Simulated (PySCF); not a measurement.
**State search for TcH**

Unrestricted PBE0; Tc def2-TZVPP with ECP28, H def2-TZVPP; scalar-relativistic core potentials (PySCF 2.14). Outer shells of the fragments: Tc 4d5 5s2; H 1s1.

Followed along the bond (rough minima from three points):

```tsv
2Ms+1	unpaired	⟨S²⟩ at the start	R at minimum (Å)	Te (eV)
5	σ ↑, π ↑, δ ↑↑	6.02	1.64	0.00
5	π ↑↑, δ ↑↑	6.03	1.66	0.02
5	σ ↑, π ↑↑, δ ↑	6.02	1.67	0.24
7	σ ↑↑, π ↑↑, δ ↑↑	12.00	1.79	0.38
3	π ↑↑, δ ↑↓	3.01	1.65	1.15
3	σ ↓, π ↑↑, δ ↑	3.01	1.65	1.22
```

Solutions found at the starting distance of 1.560 Å, counted from the lowest of them; the search is not exhaustive and high or unbound solutions are not listed, so other states can lie among these:

| 2Ms+1 | unpaired | term | E (eV) | ⟨S²⟩ | ⟨Lz²⟩ | μ (D) |
| --- | --- | --- | --- | --- | --- | --- |
| 5 | σ ↑, π ↑, δ ↑↑ | ⁵Π | 0.00 | 6.02 | 1.01 | -2.25 |
| 5 | π ↑↑, δ ↑↑ | ⁵Σ⁺ | 0.04 | 6.03 | 0.00 | -2.29 |
| 5 | σ ↑, π ↑↑, δ ↑ | ⁵Δ | 0.28 | 6.02 | 4.01 | -2.34 |
| 7 | σ ↑↑, π ↑↑, δ ↑↑ | ⁷Σ⁺ | 0.66 | 12.00 | 0.00 | 0.42 |
| 3 | π ↑↑, δ ↑↓ | mixed | 1.17 | 3.01 | 8.02 | -2.33 |
| 3 | σ ↓, π ↑↑, δ ↑ | mixed | 1.23 | 3.01 | 4.01 | -2.26 |
| 3 | σ ↑, π ↑, δ ↑↓ | mixed | 1.26 | 3.01 | 9.01 | -2.11 |
| 3 | σ ↓, π ↑, δ ↑↑ | mixed | 1.31 | 2.95 | 1.12 | -1.92 |
| 1 | σ ↓, π ↑, δ ↑↓ | mixed | 1.36 | 2.00 | 7.23 | -2.18 |
| 1 | σ ↓, π ↑↑, δ ↓ | mixed | 1.56 | 2.01 | 4.01 | -2.40 |
| 1 | π ↑↓, δ ↑↓ | mixed | 1.60 | 2.00 | 9.85 | -2.28 |
| 3 | π ↑, δ ↑ | mixed | 1.69 | 2.01 | 6.73 | -2.34 |
| 3 | σ ↑, π ↑↑, δ ↓ | mixed | 1.73 | 3.01 | 4.01 | -2.16 |
| 1 | σ ↓, π ↑↓, δ ↑ | mixed | 1.91 | 2.00 | 6.05 | -2.24 |

A term symbol is given only where ⟨S²⟩ and ⟨Lz²⟩ are close to those of a pure state; real π, δ and φ orbitals otherwise mix terms. A positive dipole means Tc(−)H(+).

Spin–orbit coupling is left out. With d or f electrons several states lie close, and the lowest PBE0 determinant need not be the measured ground state.
